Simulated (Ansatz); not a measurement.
CH5GaO3 can be A, `C[O][Ga]([OH])[OH]`, or B, `O[CH2][Ga]([OH])[OH]`.

Computed with Ansatz on PBE0-D4/def2-TZVP structures; ΔE is electronic, products minus reactants. CCSD(T)/CBS adds triple-zeta CCSD(T) − MP2 to the extrapolated MP2 energy (def2 sets, frozen cores). DFT in def2-TZVPP. B3LYP here is the variant with VWN-RPA as its local correlation; programs differ in this. For Ga outer-core shells are correlated without core-valence functions, which leaves a few kJ/mol of doubt a bond. Scalar relativity is left out up to krypton. One conformer a species, not always the lowest.

(1) Which isomer does CCSD(T)/CBS put lower? Give the gap. (An estimate is asked.)

(2) Give E(B) − E(A) in kJ/mol with PBE-D4, PBE0-D4, r2SCAN-D4, HF/def2-TZVPP, B3LYP, ωB97M-V, B3LYP-D4. (An estimate is asked.)

Largest T1 diagnostic: 0.014.

Answers

(1) The calculation gave: A, by 68.8 kJ/mol.

(2) Ansatz gave: PBE-D4 57.2, PBE0-D4 62.8, r2SCAN-D4 67.9, HF/def2-TZVPP 92.1, B3LYP 68.6, ωB97M-V 65.8, B3LYP-D4 68.3. None reverses the order clearly.

From PBE to PBE0 (25 % exact exchange), in def2-TZVPP and without D4, E(B) − E(A) moves by +5.5 kJ/mol. In def2-TZVPP, CCSD(T) changes the Hartree–Fock value by −16.6 kJ/mol (the triples alone add −1.7 kJ/mol) and MP2 by −15.0 kJ/mol.
